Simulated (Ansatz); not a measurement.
## Molecular dynamics of GeH$_{4}$O$_{2}$

Input:

```yaml
crystal:
  periodic: [false, false, false]
  atoms:
    - { symbol: Ge, position_ang: [-0.183052, -0.05604, -0.110945] }
    - { symbol: O, position_ang: [-0.303893, 0.103743, 1.636214] }
    - { symbol: H, position_ang: [-0.232137, -0.686081, 2.149796] }
    - { symbol: O, position_ang: [1.400029, -0.695386, -0.532696] }
    - { symbol: H, position_ang: [2.153794, -0.176068, -0.298396] }
    - { symbol: H, position_ang: [-0.37389, 1.357484, -0.648208] }
    - { symbol: H, position_ang: [-1.175752, -1.081153, -0.646565] }
basis:
  gaussian: { orbitals: def2-SVP }
hamiltonian:
  xc: hf
md:
  timestep: 0.25
  n_steps: 166
  ensemble: nvt_langevin
  temperature: 1000.0
  initial_velocities: maxwell_boltzmann
  seed: 320983
  friction: 0.001
  temperature_schedule:
    - { n_steps: 41, end_temperature: 1000.0 }
    - { n_steps: 125, end_temperature: 2000.0 }
```

Run as:

```bash
$ ansatz run input.yaml --threads 1 --pin off --max-ram 2048MiB --backend cpu --events-out ev --progress --plain --runs-dir out
```

It starts from a relaxed structure.

Output, in part (one step line in 3, the closing report, with atoms numbered from 0):

```
md step     0: t =     0.00 fs  T =   857.1 K (target 1000.0 K)  F+E_penalty+E_count = -60601.87573186 eV  E_kin = 0.775560 eV  (32 SCF iters)
md step     3: t =     0.75 fs  T =   842.9 K (target 1000.0 K)  F+E_penalty+E_count = -60601.85107645 eV  E_kin = 0.762657 eV  (33 SCF iters)
md step     6: t =     1.50 fs  T =   783.7 K (target 1000.0 K)  F+E_penalty+E_count = -60601.79594997 eV  E_kin = 0.709126 eV  (34 SCF iters)
md step     9: t =     2.25 fs  T =   723.0 K (target 1000.0 K)  F+E_penalty+E_count = -60601.74470118 eV  E_kin = 0.654214 eV  (34 SCF iters)
md step    12: t =     3.00 fs  T =   669.5 K (target 1000.0 K)  F+E_penalty+E_count = -60601.70884760 eV  E_kin = 0.605746 eV  (35 SCF iters)
md step    15: t =     3.75 fs  T =   622.5 K (target 1000.0 K)  F+E_penalty+E_count = -60601.67358845 eV  E_kin = 0.563272 eV  (34 SCF iters)
md step    18: t =     4.50 fs  T =   567.7 K (target 1000.0 K)  F+E_penalty+E_count = -60601.62283433 eV  E_kin = 0.513694 eV  (34 SCF iters)
md step    21: t =     5.25 fs  T =   515.9 K (target 1000.0 K)  F+E_penalty+E_count = -60601.56477351 eV  E_kin = 0.466840 eV  (34 SCF iters)
md step    24: t =     6.00 fs  T =   480.7 K (target 1000.0 K)  F+E_penalty+E_count = -60601.52254606 eV  E_kin = 0.434956 eV  (33 SCF iters)
md step    27: t =     6.75 fs  T =   461.4 K (target 1000.0 K)  F+E_penalty+E_count = -60601.50678155 eV  E_kin = 0.417529 eV  (35 SCF iters)
md step    30: t =     7.50 fs  T =   443.3 K (target 1000.0 K)  F+E_penalty+E_count = -60601.50506403 eV  E_kin = 0.401066 eV  (35 SCF iters)
md step    33: t =     8.25 fs  T =   410.5 K (target 1000.0 K)  F+E_penalty+E_count = -60601.48662737 eV  E_kin = 0.371432 eV  (34 SCF iters)
md step    36: t =     9.00 fs  T =   353.0 K (target 1000.0 K)  F+E_penalty+E_count = -60601.44440939 eV  E_kin = 0.319437 eV  (35 SCF iters)
md step    39: t =     9.75 fs  T =   308.9 K (target 1000.0 K)  F+E_penalty+E_count = -60601.40358084 eV  E_kin = 0.279468 eV  (34 SCF iters)
md step    42: t =    10.50 fs  T =   289.7 K (target 1004.0 K)  F+E_penalty+E_count = -60601.39469858 eV  E_kin = 0.262118 eV  (34 SCF iters)
md step    45: t =    11.25 fs  T =   322.9 K (target 1028.0 K)  F+E_penalty+E_count = -60601.41968997 eV  E_kin = 0.292144 eV  (34 SCF iters)
md step    48: t =    12.00 fs  T =   362.2 K (target 1052.0 K)  F+E_penalty+E_count = -60601.46138825 eV  E_kin = 0.327714 eV  (34 SCF iters)
md step    51: t =    12.75 fs  T =   402.2 K (target 1076.0 K)  F+E_penalty+E_count = -60601.50472561 eV  E_kin = 0.363929 eV  (34 SCF iters)
md step    54: t =    13.50 fs  T =   448.9 K (target 1100.0 K)  F+E_penalty+E_count = -60601.54469849 eV  E_kin = 0.406207 eV  (35 SCF iters)
md step    57: t =    14.25 fs  T =   525.8 K (target 1124.0 K)  F+E_penalty+E_count = -60601.59397457 eV  E_kin = 0.475772 eV  (33 SCF iters)
md step    60: t =    15.00 fs  T =   608.1 K (target 1148.0 K)  F+E_penalty+E_count = -60601.65112870 eV  E_kin = 0.550220 eV  (34 SCF iters)
md step    63: t =    15.75 fs  T =   632.9 K (target 1172.0 K)  F+E_penalty+E_count = -60601.68666088 eV  E_kin = 0.572642 eV  (33 SCF iters)
md step    66: t =    16.50 fs  T =   644.1 K (target 1196.0 K)  F+E_penalty+E_count = -60601.68666065 eV  E_kin = 0.582810 eV  (34 SCF iters)
md step    69: t =    17.25 fs  T =   608.8 K (target 1220.0 K)  F+E_penalty+E_count = -60601.67203172 eV  E_kin = 0.550879 eV  (34 SCF iters)
md step    72: t =    18.00 fs  T =   628.5 K (target 1244.0 K)  F+E_penalty+E_count = -60601.66646649 eV  E_kin = 0.568660 eV  (34 SCF iters)
md step    75: t =    18.75 fs  T =   659.0 K (target 1268.0 K)  F+E_penalty+E_count = -60601.68178831 eV  E_kin = 0.596286 eV  (34 SCF iters)
md step    78: t =    19.50 fs  T =   684.4 K (target 1292.0 K)  F+E_penalty+E_count = -60601.70692025 eV  E_kin = 0.619272 eV  (34 SCF iters)
md step    81: t =    20.25 fs  T =   661.4 K (target 1316.0 K)  F+E_penalty+E_count = -60601.71408285 eV  E_kin = 0.598431 eV  (34 SCF iters)
md step    84: t =    21.00 fs  T =   629.8 K (target 1340.0 K)  F+E_penalty+E_count = -60601.69815191 eV  E_kin = 0.569896 eV  (35 SCF iters)
md step    87: t =    21.75 fs  T =   607.6 K (target 1364.0 K)  F+E_penalty+E_count = -60601.67877621 eV  E_kin = 0.549810 eV  (34 SCF iters)
md step    90: t =    22.50 fs  T =   601.5 K (target 1388.0 K)  F+E_penalty+E_count = -60601.66874078 eV  E_kin = 0.544234 eV  (35 SCF iters)
md step    93: t =    23.25 fs  T =   608.1 K (target 1412.0 K)  F+E_penalty+E_count = -60601.65809357 eV  E_kin = 0.550187 eV  (34 SCF iters)
md step    96: t =    24.00 fs  T =   561.6 K (target 1436.0 K)  F+E_penalty+E_count = -60601.62953947 eV  E_kin = 0.508190 eV  (33 SCF iters)
md step    99: t =    24.75 fs  T =   520.5 K (target 1460.0 K)  F+E_penalty+E_count = -60601.58062876 eV  E_kin = 0.470940 eV  (34 SCF iters)
md step   102: t =    25.50 fs  T =   482.0 K (target 1484.0 K)  F+E_penalty+E_count = -60601.53257812 eV  E_kin = 0.436166 eV  (34 SCF iters)
md step   105: t =    26.25 fs  T =   448.7 K (target 1508.0 K)  F+E_penalty+E_count = -60601.50515783 eV  E_kin = 0.405988 eV  (35 SCF iters)
md step   108: t =    27.00 fs  T =   423.8 K (target 1532.0 K)  F+E_penalty+E_count = -60601.50191253 eV  E_kin = 0.383419 eV  (34 SCF iters)
md step   111: t =    27.75 fs  T =   422.6 K (target 1556.0 K)  F+E_penalty+E_count = -60601.50773633 eV  E_kin = 0.382364 eV  (34 SCF iters)
md step   114: t =    28.50 fs  T =   436.0 K (target 1580.0 K)  F+E_penalty+E_count = -60601.50500919 eV  E_kin = 0.394531 eV  (33 SCF iters)
md step   117: t =    29.25 fs  T =   410.6 K (target 1604.0 K)  F+E_penalty+E_count = -60601.49541928 eV  E_kin = 0.371539 eV  (35 SCF iters)
md step   120: t =    30.00 fs  T =   429.1 K (target 1628.0 K)  F+E_penalty+E_count = -60601.49173910 eV  E_kin = 0.388267 eV  (34 SCF iters)
md step   123: t =    30.75 fs  T =   441.0 K (target 1652.0 K)  F+E_penalty+E_count = -60601.49920639 eV  E_kin = 0.399060 eV  (34 SCF iters)
md step   126: t =    31.50 fs  T =   442.5 K (target 1676.0 K)  F+E_penalty+E_count = -60601.50463347 eV  E_kin = 0.400394 eV  (35 SCF iters)
md step   129: t =    32.25 fs  T =   435.0 K (target 1700.0 K)  F+E_penalty+E_count = -60601.50318443 eV  E_kin = 0.393621 eV  (35 SCF iters)
md step   132: t =    33.00 fs  T =   456.5 K (target 1724.0 K)  F+E_penalty+E_count = -60601.50289499 eV  E_kin = 0.413087 eV  (35 SCF iters)
md step   135: t =    33.75 fs  T =   456.5 K (target 1748.0 K)  F+E_penalty+E_count = -60601.51913661 eV  E_kin = 0.413025 eV  (35 SCF iters)
md step   138: t =    34.50 fs  T =   473.8 K (target 1772.0 K)  F+E_penalty+E_count = -60601.55172190 eV  E_kin = 0.428732 eV  (34 SCF iters)
md step   141: t =    35.25 fs  T =   492.9 K (target 1796.0 K)  F+E_penalty+E_count = -60601.58750480 eV  E_kin = 0.445946 eV  (34 SCF iters)
md step   144: t =    36.00 fs  T =   481.1 K (target 1820.0 K)  F+E_penalty+E_count = -60601.61873476 eV  E_kin = 0.435307 eV  (33 SCF iters)
md step   147: t =    36.75 fs  T =   515.6 K (target 1844.0 K)  F+E_penalty+E_count = -60601.63710858 eV  E_kin = 0.466511 eV  (34 SCF iters)
md step   150: t =    37.50 fs  T =   486.8 K (target 1868.0 K)  F+E_penalty+E_count = -60601.64717486 eV  E_kin = 0.440462 eV  (34 SCF iters)
md step   153: t =    38.25 fs  T =   509.8 K (target 1892.0 K)  F+E_penalty+E_count = -60601.65768973 eV  E_kin = 0.461265 eV  (34 SCF iters)
md step   156: t =    39.00 fs  T =   521.2 K (target 1916.0 K)  F+E_penalty+E_count = -60601.67306531 eV  E_kin = 0.471611 eV  (35 SCF iters)
md step   159: t =    39.75 fs  T =   523.8 K (target 1940.0 K)  F+E_penalty+E_count = -60601.68647560 eV  E_kin = 0.473917 eV  (33 SCF iters)
md step   162: t =    40.50 fs  T =   510.3 K (target 1964.0 K)  F+E_penalty+E_count = -60601.68740365 eV  E_kin = 0.461766 eV  (34 SCF iters)
md step   165: t =    41.25 fs  T =   502.5 K (target 1988.0 K)  F+E_penalty+E_count = -60601.67616272 eV  E_kin = 0.454629 eV  (34 SCF iters)
md step   166: t =    41.50 fs  T =   502.9 K (target 1996.0 K)  F+E_penalty+E_count = -60601.67284414 eV  E_kin = 0.455017 eV  (33 SCF iters)
Total energy: -60601.67284414 eV, -2227.0703997330 hartree
Atom 0 at    -0.214896    -0.052456    -0.079399 Å, force    -0.104317    -1.567025    -0.239688 eV/Å
Atom 1 at    -0.134751     0.485565     1.586352 Å, force     1.655125    -0.241035     0.296427 eV/Å
Atom 2 at     0.740817     0.277265     1.942028 Å, force    -1.116695     0.389605    -0.082316 eV/Å
Atom 3 at     1.308731    -0.920191    -0.491857 Å, force    -1.616107     0.041021     1.118171 eV/Å
Atom 4 at     1.916371    -0.510375    -1.061421 Å, force     0.618325     0.542611    -0.648221 eV/Å
Atom 5 at    -0.468465     1.037787    -1.055068 Å, force     0.168951     0.927729    -0.461969 eV/Å
Atom 6 at    -1.421645    -1.007167    -0.158190 Å, force     0.394718    -0.092907     0.017596 eV/Å
Dipole moment:     0.278833     0.186311    -0.280645 e Å
```

The run went to its last step. The schedule's set-point averaged 1668 K over the second half and the system 494 K, so it lags behind the ramp. A run of 0.042 ps of so small a system gives no equilibrium averages.

The same pairs are bonded in the first frame and the last. Pairs count as bonded within 1.25 times the sum of covalent radii (0.12 Å more for H–H).

Last frame:

```xyz
7
Properties=species:S:1:pos:R:3
Ge -0.215 -0.052 -0.079
O -0.135 0.486 1.586
H 0.741 0.277 1.942
O 1.309 -0.920 -0.492
H 1.916 -0.510 -1.061
H -0.469 1.038 -1.055
H -1.422 -1.007 -0.158
```

Run time: 2.8 min on 1 thread of Arm Neoverse V2, on a shared host, peak memory 0.14 GiB.
